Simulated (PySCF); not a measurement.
# Antimony: a sound run and one with changed settings

Sound run: Sb²⁺ [Kr] 4d10 5s2 5p1, Sb³⁺ [Kr] 4d10 5s2. Computed with PySCF 2.14 in aug-cc-pVDZ-PP with ECP28MDF, with scalar relativity through the core potential. The sound run starts from symmetry-adapted Hartree-Fock orbitals and uses a fine grid where one is needed.

Changed run: radial step 1.2 in ln r (0.13 in the sound run). This setting is unsound on purpose.

```tsv
species	method	sound run (hartree)	changed run (hartree)	converged
Sb²⁺	UHF	-238.36941	-238.36941	yes
Sb²⁺	TPSS	-239.17680	-231.06740	yes
Sb²⁺	BP86	-239.38680	-231.46953	yes
Sb³⁺	UHF	-237.48353	-237.48353	yes
Sb³⁺	TPSS	-238.27070	-230.32208	yes
Sb³⁺	BP86	-238.47365	-230.71700	yes
```

Ionisation energy of Sb²⁺:

```tsv
method	sound run (eV)	changed run (eV)
UHF	24.106	24.106
TPSS	24.656	20.281
BP86	24.848	20.478
```

A coarse radial grid mis-integrates the density and the exchange-correlation energy, with errors of either sign; Hartree-Fock needs no grid.

For comparison, NIST gives 25.323 eV between the lowest levels.
